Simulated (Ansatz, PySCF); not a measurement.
formate (CHO2), SMILES O=C[O-], charge -1.

Geometry: PBE0-D3(BJ)/def2-TZVPD.

Estimates of the vertical detachment energy (IE) of the anion in eV. Rows of orbital energies are one-electron estimates, which approximate functionals can put far too low.

| level | IE |
|---|---|
| −ε(HOMO), −ε(LUMO), ωB97X/def2-TZVPD (PySCF) | 3.64 |
| −ε(HOMO), −ε(LUMO), PBE/def2-TZVPD (PySCF) | -0.29 |
| ΔSCF, PBE0/def2-TZVPD (Ansatz), final states of multiplicity 2 | 3.64 |
| ΔSCF, PBE/def2-TZVPD (Ansatz), final states of multiplicity 2 | 3.36 |

Task: What vertical singlet–triplet gap does ΔSCF give with PBE0/def2-TZVPD (Ansatz, a program for electronic structure) and with PBE/def2-TZVPD (Ansatz)? (Estimate from the structure and the level; the computed values follow.)

Result: 4.79 and 4.45 eV (triplet above singlet where positive).
